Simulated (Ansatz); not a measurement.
Frontier orbitals of C₃H₁₀OSi (`CCO[SiH2]C`).

Charge 0, multiplicity 1. The geometry is a stationary point of PBE0-D4/def2-TZVP. It is one conformer, not always the lowest. Basis def2-TZVPP, Ansatz.

```csv
functional,HOMO (eV),LUMO (eV),gap (eV)
LDA (SPW92),-6.48,-0.30,6.18
PBE,-6.39,-0.03,6.36
BLYP,-6.33,0.08,6.41
PBE0,-7.90,0.82,8.72
r2SCANh,-7.28,0.73,8.01
r2SCAN0,-8.13,1.13,9.26
BHLYP,-9.38,1.58,10.96
ωB97M-V,-10.28,2.38,12.66
```

A quarter of exact exchange (PBE0) shifts PBE's HOMO by −1.50 eV and its LUMO by +0.85 eV; full exchange at long range (ωB97M-V) shifts them by −3.89 and +2.41 eV. The gap opens from 6.36 to 12.66 eV, since occupied levels lose self-interaction and empty ones feel all the electrons. A positive LUMO is unbound and depends on the basis.
